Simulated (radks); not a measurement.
Coherent X-ray form factor from a spherical all-electron density. Calculated with a radial shooting solver on a logarithmic mesh with Libxc functionals: Dirac Kohn-Sham, BLYP, spin-unpolarised, spherical densities, finite nucleus; Fermi nuclear charge, rms radius of each element as measured or else 0.836 A^(1/3) + 0.57 fm.

sin(theta)/lambda (1/angstrom)  f0 (electrons)
0.05                                    42.765
0.1                                     42.076
0.15                                    40.975
0.2                                     39.528
0.25                                    37.815
0.3                                     35.925
0.4                                     31.952
0.5                                     28.175
0.6                                     24.928
0.8                                     20.255
1                                       17.294
1.25                                    14.527
1.5                                     12.072
2                                        8.227

The species is in the configuration that NIST lists as its ground one. Which atom or ion scatters so?

Answer. The iodine ion I10+, [Kr] 4d7. Extrapolating in s^2 from the first two rows gives f0(0) = 43.0, near the electron count 43; among species with that count, the fall with angle is slower the higher Z, and the table is that of Z = 53; from so few rows the species is fixed only to a neighbour or two.
